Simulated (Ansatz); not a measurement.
CH3 (SMILES [CH3+]), charge 1, multiplicity 1, relaxed at each level with Ansatz (a first-principles code); harmonic frequencies from differences of analytic forces, average atomic masses, frozen cores.

```json
[
 {"level": "PBE/def2-TZVPP", "harmonic frequencies (cm⁻¹)": "1364 1364 1384 2950 3143 3143", "ZPE (eV)": "0.828", "cost over PBE/def2-TZVPP (rough)": "×1"},
 {"level": "r2SCAN/def2-TZVPP", "harmonic frequencies (cm⁻¹)": "1406 1406 1426 3025 3224 3224", "ZPE (eV)": "0.850", "cost over PBE/def2-TZVPP (rough)": "×1"},
 {"level": "wB97X-V/def2-TZVPP", "harmonic frequencies (cm⁻¹)": "1415 1415 1421 3043 3238 3238", "ZPE (eV)": "0.854", "cost over PBE/def2-TZVPP (rough)": "×2"},
 {"level": "CCSD(T)/cc-pVDZ", "harmonic frequencies (cm⁻¹)": "1417 1419 1419 3060 3278 3278", "ZPE (eV)": "0.860", "cost over PBE/def2-TZVPP (rough)": "×0.5"},
 {"level": "CCSD(T)/cc-pVTZ", "harmonic frequencies (cm⁻¹)": "1431 1435 1435 3042 3240 3240", "ZPE (eV)": "0.857", "cost over PBE/def2-TZVPP (rough)": "×7"},
 {"level": "CCSD(T)/cc-pVQZ", "harmonic frequencies (cm⁻¹)": "1426 1432 1432 3045 3245 3245", "ZPE (eV)": "0.857", "cost over PBE/def2-TZVPP (rough)": "×100"}
]
```
